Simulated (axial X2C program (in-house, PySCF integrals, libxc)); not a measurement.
# LiTl: cheaper levels and CCSD(T), 2c

Computed with an in-house relativistic program for diatomic molecules. Two-component (2c) means X2C with spin–orbit coupling and atomic mean-field two-electron Coulomb and Gaunt terms. Basis: Tl dyall-cv3z [12s14p10d7f1g], Li dyall-cv3z [7s8p2d] (cores contracted in-house); Gaussian nuclei, density fitting, unrestricted open shells. Masses: Tl 204.974 u, Li 7.016 u.

State: Ω = 0 (closed shell); fragments Tl + Li.

```csv
level,Re (Å),ωe (cm⁻¹),De (eV)
PBE0,2.894,245.3,0.646
HF,2.899,253.4,-0.176
MP2,2.872,252.0,0.508
CCSD,2.910,243.1,0.598
LDA,2.817,246.8,1.01
```

Correlated methods: 14 electrons correlated (number of frozen shells: Tl 5 s, 4 p, 2 d, 1 f; Li 1 s), 248 virtual spin orbitals or spinors in MP2, 90 natural virtuals in coupled cluster.

CCSD(T), same Hamiltonian and basis:

Re = 2.915 Å, ωe = 237.0 cm⁻¹, De = 0.66 eV; T1 = 0.015 (Lee–Taylor normalisation).

Problem. Give the differences from CCSD(T) in the columns below.

Solution. 

```
level  ΔRe (Å)  Δωe (cm⁻¹)  ΔDe (eV)
 PBE0   -0.021         8.3     -0.01
   HF   -0.016        16.4     -0.84
  MP2   -0.043        15.0     -0.15
 CCSD   -0.005         6.1     -0.06
  LDA   -0.098         9.8      0.35
```

One determinant describes the state; a PBE0 search over occupations chose it and may have missed a lower one. The closed shell is kept restricted, so the energy runs too high when the bond is stretched far. De is counted from the lowest determinant-based energies of the atoms at the same level, without counterpoise correction. Coupled cluster ran in a truncated set of natural virtual spinors; the MP2 energy of the rest was added. (T) has no such correction and the atoms are truncated less, which lowers De at CCSD(T) by a hundredth of an eV or more. Other states lie close and PBE0, whose exact exchange favours high spin, may order them wrongly; the determinant shown need not be the ground state. The nearest other 2c determinant of the search, Ω = 1, lies 0.45 eV up at the distance of the search. Without a current term, density functionals place determinants with orbital angular momentum somewhat too high.
